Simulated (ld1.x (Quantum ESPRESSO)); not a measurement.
LDA (PZ) ultrasoft dataset for Ni (Z = 28), scalar-relativistic all-electron reference.

```
Element                 : Ni (Z = 28)
Generator               : ld1.x (Quantum ESPRESSO) 7.5
Type                    : ultrasoft
Functional              : LDA (PZ)
Relativity              : scalar-relativistic
Frozen core             : [Ar]
Valence charge          : 10
Reference configuration : 3d8.5 4s1.5 4p0
Partial waves           : 4s (bound): rcut 1.45, rcutus 1.95 bohr; 4s channel at -0.1 Ry: rcut 1.45, rcutus 1.95 bohr; 4p (bound, empty): rcut 2.20, rcutus 2.45 bohr; 4p channel at 2.95 Ry: rcut 2.20, rcutus 2.45 bohr; 3d (bound): rcut 0.80, rcutus 1.05 bohr; 3d channel at -0.15 Ry: rcut 0.80, rcutus 1.05 bohr
Local potential         : all-electron potential smoothed inside 1.25 bohr (lloc = -1)
Core correction         : Bessel-smoothed model core inside 0.50 bohr
Augmentation charge     : PSQ, inside the norm-conserving radii
```

All-electron outer shells of the reference configuration (LDA (PZ), scalar-relativistic, ld1.x):

```tsv
shell	level (eV)	outermost node (bohr)	outermost maximum (bohr)
3s	-107.80	0.30	0.64
3p	-68.62	0.27	0.65
3d	-6.85	–	0.63
4s	-5.27	0.92	2.27
4p	-1.08	1.01	3.34
```

Does the generator finish with these settings?

Yes, a potential is produced and its reference levels are reproduced.

Estimate the cutoffs (Ry, on a coarse ladder) from which the occupation-weighted sum of valence levels, in a spherical-Bessel basis at the reference potential, stays within 10 and 1 mRy of its value at 400 Ry.

140 Ry and 180 Ry.

What does a ghost test show?

Ghost state, extra bound levels that the all-electron valence spectrum of the same l lacks: s at -53.1 eV. A true bound ghost makes a file unfit for plane-wave use.

Is the overlap operator S = 1 + Σ q|β⟩⟨β| positive definite (Bessel basis up to 400 Ry)?

Yes: its lowest eigenvalue is 0.42 (s channel).

Which valence shell sets the plane-wave cutoff?

3d: its level needs 140 Ry to come within 1 mRy, against 10 Ry for 4s.

Tests: 3d8 4s2 4p0; 3d8 4s1 4p0; 3d8 4s0 4p0; 3d9 4s0 4p0; 3d8 4s0 4p2; 3d8 4s1.5 4p0; 3d9 4s1 4p0. Which has the largest error in its energy relative to the reference configuration, and how large is it?

3d8 4s0 4p2, with -25 meV (all-electron minus pseudo) on +10.88 eV.
